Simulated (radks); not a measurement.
Q: The mean radii <r> (bohr) of the occupied orbitals of an atom or ion are listed with their occupations. Calculated with a radial shooting solver on a logarithmic mesh with Libxc functionals: scalar-relativistic Kohn-Sham, BLYP, spin-polarised, spherical densities, finite nucleus; Fermi nuclear charge, rms radius of each element as measured or else 0.836 A^(1/3) + 0.57 fm.

| orbital | occ. | <r> |
|---|---|---|
| 1s | 2 | 0.02318 |
| 2s | 2 | 0.09874 |
| 2p | 6 | 0.08686 |
| 3s | 2 | 0.2558 |
| 3p | 6 | 0.2528 |
| 3d | 10 | 0.2287 |

Name the element and its charge. Open shells, if any, are filled with parallel spins first.

A: Z = 61, promethium, charge +33: Pm33+ in [Ar] 3d10. The 1s radius gives Z: for a bare nucleus <r> = (2 gamma + 1)/(2Z) with gamma = sqrt(1 - (Z/c)^2), 0.02288 bohr for Z = 61, and screening makes it slightly larger (0.02318 here). The occupations add up to 28, and the charge is Z minus that.
